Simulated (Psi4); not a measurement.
Complex: C2H4 (SMILES C=C) (first 6 atoms) with N2 (SMILES N#N); geometry from B3LYP-D3(BJ)/def2-TZVP, rigid monomers moved along the line of their centres of mass till H5···N8 is 5.08 Å.
(charge 0, multiplicity 1):
```xyz
8

C     -0.2509     0.3526    -0.2472
C      0.4517    -0.7277     0.0581
H     -0.4537     0.6277    -1.2752
H     -0.6528     1.0082     0.5159
H      0.6567    -1.0055     1.0849
H      0.8525    -1.3809    -0.7077
N     -0.8357     1.4741     5.5740
N     -0.2622     0.5809     5.8255
```

Computed with SAPT0/jun-cc-pV(D+d)Z run with Psi4 1.11.

**Question.** Which attractive term is largest, and how does the interaction split up?

**Answer.** electrostatics 0.0, exchange 0.0, induction 0.0, dispersion -1.8, total -1.8 meV; the largest attraction is dispersion.
